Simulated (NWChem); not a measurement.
System meant: GaHCl$_{2}$; SMILES [GaH]([Cl])[Cl]

The following NWChem deck was run.

```
start job
memory heap 200 mb stack 900 mb global 1100 mb
geometry units angstroms noautoz
  Ga     0.000000     0.000000    -0.567452
  H      0.000000     0.000000    -2.126043
  Cl    -1.818236     0.000000     0.585321
  Cl     1.818236     0.000000     0.585321
end
basis spherical
  * library def2-svp
end
dft
  xc xpbe96 cpbe96
  iterations 4
  mulliken
end
task dft energy
```

End of the output:

```
    Atom       Charge   Shell Charges
 -----------   ------   -------------------------------------------------------
    1 Ga  31    31.09   2.00  2.00  1.94  0.78  0.32  5.99  5.84  1.02  0.72  7.75  2.04  0.68
    2 H    1     1.06   0.58  0.45  0.02
    3 Cl  17    16.93   2.00  1.96  1.04  0.76  5.82  2.24  3.10  0.01
    4 Cl  17    16.93   2.00  1.96  1.04  0.76  5.82  2.24  3.10  0.01

 center of mass
 --------------
 x =   0.00000000 y =   0.00000000 z =  -0.00957009

 moments of inertia (a.u.)
 ------------------
         181.087252743821           0.000000000000           0.000000000000
           0.000000000000        1006.762988181327           0.000000000000
           0.000000000000           0.000000000000         825.675735437507

     Multipole analysis of the density
     ---------------------------------

     L   x y z        total         alpha         beta         nuclear
     -   - - -        -----         -----         ----         -------
     0   0 0 0     -0.000000    -33.000000    -33.000000     66.000000

     1   1 0 0      0.000000      0.000000      0.000000      0.000000
     1   0 1 0     -0.000000     -0.000000     -0.000000      0.000000
     1   0 0 1     -0.609077     -0.304539     -0.304539      0.000000

     2   2 0 0    -33.761774   -217.580760   -217.580760    401.399746
     2   1 1 0      0.000000      0.000000      0.000000      0.000000
     2   1 0 1      0.000000      0.000000      0.000000      0.000000
     2   0 2 0    -29.219122    -14.609561    -14.609561      0.000000
     2   0 1 1      0.000000      0.000000      0.000000      0.000000
     2   0 0 2    -30.970895    -62.177157    -62.177157     93.383419

 ------------------------------------------------------------------------
 dft energy failed                                                                                  0
 ------------------------------------------------------------------------
 ------------------------------------------------------------------------
  current input line :
    17: task dft energy
 ------------------------------------------------------------------------
 ------------------------------------------------------------------------
 This type of error is most commonly associated with calculations not reaching convergence criteria
 ------------------------------------------------------------------------
 For more information see the NWChem manual at https://nwchemgit.github.io

0:dft energy failed:Received an Error in Communication
```

Question: What is wrong, and how is it mended?

Answer: Convergence was not reached. Cause: the SCF was allowed too few iterations. This input runs:
```
start job
memory heap 200 mb stack 900 mb global 1100 mb
geometry units angstroms noautoz
  Ga     0.000000     0.000000    -0.567452
  H      0.000000     0.000000    -2.126043
  Cl    -1.818236     0.000000     0.585321
  Cl     1.818236     0.000000     0.585321
end
basis spherical
  * library def2-svp
end
dft
  xc xpbe96 cpbe96
  iterations 150
  mulliken
end
task dft energy
```
It converges to -2844.74949 Ha (PBE/def2-SVP).
